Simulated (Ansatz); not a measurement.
`O[Si]1(Cl)CO1`, relaxed with RKS PBE-D4/def2-SVP in the Gaussian-basis code of Ansatz from a rough embedded geometry. The force threshold is 0.03 eV/Å; the program also tests the step.

Charge 0, multiplicity 1.

Start:

```xyz
8

O    -0.705    1.243   -1.207
Si    0.206    0.095   -0.613
Cl    0.340   -1.400   -1.921
C     0.585   -0.221    1.113
O    -0.653   -0.597    0.651
H    -1.713    1.109   -1.141
H     0.617    0.704    1.754
H     1.323   -0.933    1.364
```

```csv
step,energy (eV),largest force (eV/Å),largest move (Å)
1,-25556.1540,3.628,0.000
2,-25556.7616,1.462,0.195
3,-25556.9106,1.443,0.200
4,-25556.9744,0.336,0.084
5,-25556.9888,0.175,0.036
6,-25556.9934,0.349,0.056
7,-25556.9937,0.352,0.003
8 (rejected),-25556.9735,1.286,0.195
9,-25557.0062,0.181,0.068
10,-25557.0177,0.156,0.099
11,-25557.0249,0.161,0.040
12 (rejected),-25556.9258,2.025,0.195
13,-25557.0337,0.160,0.095
14,-25557.0361,0.128,0.099
15 (rejected),-25557.0298,0.152,0.099
16,-25557.0380,0.212,0.050
17,-25557.0402,0.017,0.010
```

End:

```xyz
8

O    -0.905    1.029   -1.424
Si   -0.075   -0.161   -0.622
Cl    0.643   -1.411   -2.076
C     0.611   -0.128    1.060
O    -0.720   -0.821    0.777
H    -1.454    1.590   -0.847
H     0.503    0.736    1.745
H     1.399   -0.834    1.387
```

Run time 25 s (2 threads of an Arm Neoverse V2 on a shared host); peak host memory 0.15 GiB.
